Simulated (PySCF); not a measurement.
Compound: C6H6NP.
Atom-mapped SMILES: `[CH2:1]=[CH:2][c:3]1[n:4][cH:5][cH:6][cH:7][p:8]1` (hydrogens: H9, H10 on C1; H11 on C2; H12 on C5; H13 on C6; H14 on C7)

The same species was optimised twice, with GFN2-xTB and with PBE0-D3(BJ)/def2-SVP (PySCF), and the same property calculations (PySCF, gas phase) were run on both structures.

```
     coordinate  GFN2-xTB  PBE0-D3(BJ)/def2-SVP  change
      C3–N4 (Å)     1.320                 1.334  +0.014
      C2–C3 (Å)     1.457                 1.471  +0.014
      C1=C2 (Å)     1.329                 1.339  +0.010
      C5–C6 (Å)     1.391                 1.400  +0.009
      C6–C7 (Å)     1.379                 1.386  +0.007
      N4–C5 (Å)     1.314                 1.322  +0.008
      C3–P8 (Å)     1.769                 1.767  -0.002
      C7–P8 (Å)     1.737                 1.738  +0.001
   C3–N4–C5 (°)     123.0                 122.3    -0.7
   C3–P8–C7 (°)      98.6                  99.0    +0.4
   C2–C3–N4 (°)     117.6                 117.2    -0.4
   N4–C5–C6 (°)     125.7                 126.0    +0.3
   C2–C3–P8 (°)     115.9                 116.1    +0.2
   C5–C6–C7 (°)     121.9                 121.7    -0.2
   N4–C3–P8 (°)     126.5                 126.7    +0.2
   C1–C2–C3 (°)     123.9                 124.0    +0.1
C1–C2–C3–N4 (°)         0                     1      +1
```

Rotational constants: A = 3413, B = 1524, C = 1054 MHz (GFN2-xTB) against A = 3388, B = 1505, C = 1042 MHz (PBE0-D3(BJ)/def2-SVP). Point groups within 0.08 Å: Cs and Cs.

On the GFN2-xTB structure: lowest singlet, TDDFT (eV) 3.86 [wB97X-D/def2-SVPD]; lowest triplet, Tamm–Dancoff (eV) 2.85 [wB97X-D/def2-SVPD]; isotropic polarisability (au) 105.7 [wB97X-D/def2-SVPD]; HOMO (eV) -8.49 [wB97X-D/def2-SVPD]; LUMO (eV) -0.27 [wB97X-D/def2-SVPD]; dipole (D) 1.46 [wB97X-D/def2-SVPD]; HOMO (eV) -6.84 [PBE0/pcSseg-1]; LUMO (eV) -1.94 [PBE0/pcSseg-1]; dipole (D) 1.38 [PBE0/pcSseg-1]; GIAO shielding of C1 (ppm) 61.8 [PBE0/pcSseg-1]; GIAO shielding of C2 (ppm) 39.9 [PBE0/pcSseg-1]; GIAO shielding of C3 (ppm) -11.2 [PBE0/pcSseg-1]; GIAO shielding of N4 (ppm) -87.4 [PBE0/pcSseg-1]; GIAO shielding of C5 (ppm) 34.4 [PBE0/pcSseg-1]; GIAO shielding of C6 (ppm) 60.1 [PBE0/pcSseg-1]; GIAO shielding of C7 (ppm) 10.1 [PBE0/pcSseg-1]; GIAO shielding of P8 (ppm) 99.8 [PBE0/pcSseg-1].

Q: What do these properties become on the PBE0-D3(BJ)/def2-SVP structure?

A: 
| property | level | on GFN2-xTB | on PBE0-D3(BJ)/def2-SVP | change |
| --- | --- | --- | --- | --- |
| lowest singlet, TDDFT (eV) | wB97X-D/def2-SVPD | 3.86 | 3.90 | +0.04 |
| lowest triplet, Tamm–Dancoff (eV) | wB97X-D/def2-SVPD | 2.85 | 2.83 | -0.02 |
| isotropic polarisability (au) | wB97X-D/def2-SVPD | 105.7 | 107.1 | +1.4 |
| HOMO (eV) | wB97X-D/def2-SVPD | -8.49 | -8.49 | 0.00 |
| LUMO (eV) | wB97X-D/def2-SVPD | -0.27 | -0.29 | -0.02 |
| dipole (D) | wB97X-D/def2-SVPD | 1.46 | 1.49 | +0.03 |
| energy, GFN2-xTB geometry as zero (kcal/mol) | wB97X-D/def2-SVPD | 0.0 | -0.9 | -0.9 |
| HOMO (eV) | PBE0/pcSseg-1 | -6.84 | -6.84 | 0.00 |
| LUMO (eV) | PBE0/pcSseg-1 | -1.94 | -1.95 | -0.01 |
| dipole (D) | PBE0/pcSseg-1 | 1.38 | 1.40 | +0.02 |
| energy, GFN2-xTB geometry as zero (kcal/mol) | PBE0/pcSseg-1 | 0.0 | -0.4 | -0.4 |
| GIAO shielding of C1 (ppm) | PBE0/pcSseg-1 | 61.8 | 58.4 | -3.4 |
| GIAO shielding of C2 (ppm) | PBE0/pcSseg-1 | 39.9 | 37.3 | -2.6 |
| GIAO shielding of C3 (ppm) | PBE0/pcSseg-1 | -11.2 | -13.2 | -2.0 |
| GIAO shielding of N4 (ppm) | PBE0/pcSseg-1 | -87.4 | -93.5 | -6.1 |
| GIAO shielding of C5 (ppm) | PBE0/pcSseg-1 | 34.4 | 31.3 | -3.1 |
| GIAO shielding of C6 (ppm) | PBE0/pcSseg-1 | 60.1 | 56.9 | -3.2 |
| GIAO shielding of C7 (ppm) | PBE0/pcSseg-1 | 10.1 | 9.5 | -0.6 |
| GIAO shielding of P8 (ppm) | PBE0/pcSseg-1 | 99.8 | 101.9 | +2.1 |

The heavy atoms differ by 0.013 Å rms after alignment. Among bonds between heavy atoms C2–C3 and C3–N4 change most and about equally (+0.014 Å). Changes are differences of the printed values. Neither structure is proved a minimum here.

Shape of the structure used: `[CH2:1]=[CH:2][c:3]1[n:4][cH:5][cH:6][cH:7][p:8]1`: C1–C2–C3–N4 1°.

wB97X-D is run here without its empirical dispersion term; that term would change no orbital, density or response property at a fixed geometry.
